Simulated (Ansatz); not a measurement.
Consider the formal hydrolysis of a B–C bond: `BBCOC` + H₂O → `BBO` + `COC`.

Computed with Ansatz on PBE0-D4/def2-TZVP structures; ΔE is electronic, products minus reactants. CBS: MP2 limit from def2 TZ/QZ plus the TZ coupled-cluster correction, frozen cores. This one scheme is used for every species. Functionals use def2-TZVPP. B3LYP here is the variant with VWN-RPA as its local correlation; programs differ in this. One conformer a species, not always the lowest.

```tsv
level	ΔE (kJ/mol)	difference from CCSD(T)/CBS
PBE-D4	-116.5	5.4
r2SCAN-D4	-120.3	1.6
PBE0-D4	-118.8	3.1
B3LYP-D4	-125.6	-3.7
ωB97X-V	-124.8	-2.9
ωB97M-V	-123.7	-1.8
B2PLYP	-130.3	-8.4
PBE	-119.4	2.5
r2SCAN	-121.4	0.5
PBE0	-121.5	0.4
B3LYP	-130.1	-8.2
HF/def2-TZVPP	-140.4	-18.5
MP2/def2-TZVPP	-127.1	-5.2
SCS-MP2/def2-TZVPP	-131.5	-9.6
CCSD/def2-TZVPP	-127.9	-6.0
CCSD(T)/def2-TZVPP	-126.9	-5.0
HF/def2-QZVPP	-140.3	-18.4
MP2/def2-QZVPP	-124.2	-2.3
SCS-MP2/def2-QZVPP	-128.8	-6.9
HF/CBS(def2)	-140.3	-18.4
MP2/CBS(def2)	-122.1	-0.2
CCSD/CBS(def2)	-122.9	-1.0
CCSD(T)/CBS	-121.9	0
```

Largest T1 diagnostic among the species: 0.013.

The D4 term adds +4.4 kJ/mol with B3LYP and +2.7 kJ/mol with PBE0; it sums over pairs of atoms, weighted by their polarisabilities, and B3LYP, whose exchange is more repulsive, gets the larger term. In def2-TZVPP, CCSD(T) changes the Hartree–Fock value by +13.5 kJ/mol (the triples alone add +1.0 kJ/mol) and MP2 by +13.2 kJ/mol.
